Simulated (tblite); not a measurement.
A geometry optimisation, step by step.

C₅H₉BNSi (doublet state).
Numbering: `[CH2:1]=[CH:2][CH:3][NH:4][BH:5][C:6]#[C:7][SiH3:8]` (hydrogens: H9, H10 on C1; H11 on C2; H12 on C3; H13 on N4; H14 on B5; H15, H16, H17 on Si8)
Bond orders are those of one Lewis drawing.

Computed with GFN2-xTB (tblite), gas phase: L-BFGS steps from a force-field or distance-geometry start until the largest atomic force falls under 0.01 eV/Å. 5 of its 121 geometries are shown.

Step 0: E = -571.0265 eV, largest atomic force 2.382 eV/Å
```
atom  x, y, z in Å  |  force x, y, z in eV/Å
C1     -3.426    0.606    0.431   -1.229   0.373   1.086
C2     -3.002   -0.443   -0.229    0.570  -1.054  -0.663
C3     -2.037   -0.286   -1.322    0.198   0.299   0.125
N4     -0.676   -0.444   -0.995    0.892   0.677  -0.262
B5      0.056    0.823   -0.588    0.964  -1.570  -1.510
C6      1.462    0.674    0.037   -1.120  -0.052  -0.188
C7      2.564    0.555    0.534   -0.401  -0.043  -0.210
Si8     4.225    0.364    1.277    0.468  -0.096   0.101
H9     -3.091    1.599    0.155   -0.244  -0.136   0.312
H10    -4.151    0.450    1.260    0.631   0.575  -0.679
H11    -3.331   -1.458    0.045    0.372   0.475  -0.092
H12    -2.292    0.478   -2.064    0.013  -0.240  -0.077
H13    -0.122   -1.007   -1.678   -0.563   0.403   1.033
H14    -0.115    1.754   -1.312   -0.487   0.230   0.916
H15     4.038    0.322    2.726    0.009  -0.018   0.097
H16     5.000    1.547    0.895    0.077  -0.008  -0.007
H17     4.891   -0.873    0.818   -0.150   0.185   0.017
```

Step 30: E = -572.8292 eV, largest atomic force 0.615 eV/Å
```
atom  x, y, z in Å  |  force x, y, z in eV/Å
C1     -3.811    0.450    0.290   -0.253  -0.147  -0.060
C2     -2.892   -0.396   -0.242    0.028   0.095  -0.134
C3     -1.967    0.099   -1.172    0.216   0.022   0.025
N4     -0.653   -0.286   -1.112    0.294   0.231   0.311
B5      0.343    0.707   -0.962   -0.246   0.487  -0.283
C6      1.658    0.497   -0.283   -0.211  -0.346  -0.369
C7      2.720    0.372    0.285   -0.178   0.072  -0.160
Si8     4.274    0.344    1.226    0.230  -0.081   0.236
H9     -3.955    1.427   -0.166    0.074  -0.309   0.362
H10    -4.355    0.217    1.194   -0.136  -0.060  -0.367
H11    -2.733   -1.427    0.087   -0.127   0.445   0.285
H12    -2.090    1.077   -1.615   -0.234  -0.047   0.039
H13    -0.497   -1.205   -0.718   -0.029  -0.115  -0.069
H14     0.043    1.821   -1.243    0.121  -0.243  -0.070
H15     3.858    0.310    2.615    0.026   0.022   0.385
H16     5.059    1.520    0.918    0.196   0.273  -0.050
H17     4.993   -0.866    0.885    0.229  -0.300  -0.084
```

Step 60: E = -573.4488 eV, largest atomic force 0.141 eV/Å
```
atom  x, y, z in Å  |  force x, y, z in eV/Å
C1     -4.206    0.166    0.037    0.080  -0.016  -0.069
C2     -2.905   -0.223   -0.032   -0.075   0.029   0.046
C3     -1.893    0.487   -0.670    0.015  -0.033  -0.031
N4     -0.588    0.130   -0.597    0.008  -0.075   0.022
B5      0.535    0.760   -1.176    0.033   0.081   0.047
C6      1.869    0.407   -0.576    0.060  -0.024   0.034
C7      2.881    0.233    0.076   -0.036   0.041  -0.035
Si8     4.361    0.208    1.173   -0.023   0.010  -0.037
H9     -4.526    1.094   -0.403   -0.063  -0.063  -0.001
H10    -4.937   -0.446    0.532   -0.046   0.081  -0.005
H11    -2.623   -1.147    0.459    0.047  -0.044   0.032
H12    -2.113    1.383   -1.231   -0.012  -0.016  -0.006
H13    -0.420   -0.667    0.013   -0.053   0.119  -0.055
H14     0.408    1.617   -1.967   -0.049  -0.043   0.020
H15     3.859    0.217    2.554    0.061  -0.026  -0.004
H16     5.121    1.428    0.888    0.061  -0.006   0.037
H17     5.169   -0.986    0.912   -0.008  -0.013   0.007
```

Step 90: E = -573.5242 eV, largest atomic force 0.117 eV/Å
```
atom  x, y, z in Å  |  force x, y, z in eV/Å
C1     -4.284    0.030   -0.190    0.025  -0.010   0.000
C2     -2.961   -0.187    0.038    0.030  -0.008   0.014
C3     -1.929    0.438   -0.658   -0.033   0.055  -0.028
N4     -0.616    0.274   -0.362   -0.030   0.109  -0.032
B5      0.490    0.902   -0.976   -0.012   0.072  -0.022
C6      1.847    0.683   -0.362   -0.006  -0.059   0.007
C7      2.925    0.509    0.172    0.002   0.016   0.039
Si8     4.491    0.152    1.076    0.018  -0.032  -0.022
H9     -4.612    0.731   -0.936    0.010  -0.020  -0.022
H10    -5.044   -0.479    0.372    0.018  -0.003   0.008
H11    -2.670   -0.885    0.816   -0.037   0.005   0.007
H12    -2.152    1.123   -1.464    0.011  -0.046   0.026
H13    -0.453   -0.334    0.433    0.006  -0.038  -0.004
H14     0.321    1.600   -1.904   -0.004  -0.027   0.023
H15     4.146    0.008    2.496    0.030   0.008   0.009
H16     5.489    1.211    0.895   -0.069   0.016  -0.016
H17     5.004   -1.114    0.545    0.041  -0.036   0.013
```

Step 120: E = -573.5432 eV, largest atomic force 0.010 eV/Å
```
atom  x, y, z in Å  |  force x, y, z in eV/Å
C1     -4.293   -0.062   -0.279    0.001  -0.006   0.004
C2     -2.979   -0.127    0.064   -0.009   0.001   0.003
C3     -1.949    0.491   -0.640   -0.006  -0.004  -0.003
N4     -0.647    0.405   -0.274   -0.002  -0.002   0.001
B5      0.484    0.975   -0.896   -0.001  -0.001   0.003
C6      1.827    0.700   -0.268    0.001  -0.001  -0.001
C7      2.900    0.462    0.251    0.002   0.001  -0.005
Si8     4.525    0.086    1.036   -0.001  -0.002   0.005
H9     -4.615    0.489   -1.144   -0.002   0.003  -0.003
H10    -5.049   -0.558    0.300   -0.002   0.004  -0.004
H11    -2.700   -0.695    0.946   -0.002  -0.001  -0.001
H12    -2.162    1.069   -1.526    0.005   0.006  -0.003
H13    -0.506   -0.152    0.562    0.008   0.000   0.000
H14     0.354    1.626   -1.861    0.003  -0.004   0.006
H15     4.312   -0.071    2.479    0.003   0.003   0.002
H16     5.456    1.188    0.776    0.000   0.004  -0.003
H17     5.036   -1.165    0.466    0.003  -0.002  -0.004
```

**Question.** Summarise the path.

**Answer.** The energy falls by 58.04 kcal/mol from step 0 to step 120; nine tenths of that is first reached at step 39. It rises by more than 0.2 meV at step 13. The largest force goes from 2.382 to 0.010 eV/Å. Among the bonds N4–B5 changes most, from 1.518 to 1.411 Å; the atoms move by 1.159 Å rms after alignment.

The cost below is that of the whole relaxation. The run took 0.78 s wall on one thread of an Arm Neoverse V2, shared host with 96 logical CPUs at a one-minute load of 85.
